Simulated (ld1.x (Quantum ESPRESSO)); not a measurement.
## Ranking PAW potentials for Cu (Z = 29)

All share these settings but for the change named:

ld1.x (Quantum ESPRESSO) 7.5 input, shortened:

```
&input
   title='Cu', zed=29., rel=1, dft='PZ', iswitch=3,
   config='[Ar] 3d10 4s1 4p0'
 /
 &inputp
   pseudotype=3, lpaw=.true., tm=.true., lloc=-1, rcloc=1.50,
   nlcc=.true., new_core_ps=.true., rcore=1.55,
   which_augfun='BESSEL', rmatch_augfun=1.40
 /
6
4S  1  0   1.00   0.00  2.25  2.50  0.0
4S  1  0   0.00   2.05  2.25  2.50  0.0
4P  2  1   0.00   0.00  2.00  2.45  0.0
4P  2  1   0.00   1.15  2.00  2.45  0.0
3D  3  2  10.00   0.00  1.60  1.70  0.0
3D  3  2   0.00   1.70  1.60  1.70  0.0
 &test
   configts(1)='3d10 4s1 4p0'
 /
```

Cutoff: the first of the cutoffs (Ry, on a coarse ladder) from which the occupation-weighted sum of valence levels, in a spherical-Bessel basis at the reference potential, stays within 10 and 1 mRy of its value at 400 Ry; the density cutoff is not measured.

The base gives 40 Ry.

Of 7 variants that were run, those that failed, showed a ghost or another fault, or gave nearly equal values are left out.

A variant can come out equal or close to the base.

Q: Rank these variants from softest to hardest (loose cutoff).
A. waves 3d (bound): rcut 1.34, rcutus 1.42 bohr; 3d channel at 1.7 Ry: rcut 1.34, rcutus 1.42 bohr
B. waves 3d (bound): rcut 1.60, rcutus 1.82 bohr; 3d channel at 1.7 Ry: rcut 1.60, rcutus 1.82 bohr
C. waves 3d (bound): rcut 1.60, rcutus 2.08 bohr; 3d channel at 1.7 Ry: rcut 1.60, rcutus 2.08 bohr
D. waves 3d (bound): rcut 1.50, rcutus 1.60 bohr; 3d channel at 1.7 Ry: rcut 1.50, rcutus 1.60 bohr
E. waves 3d (bound): rcut 1.60, rcutus 2.48 bohr; 3d channel at 1.7 Ry: rcut 1.60, rcutus 2.48 bohr

A: E (18 Ry), C (25 Ry), B (35 Ry), D (45 Ry), A (55 Ry).
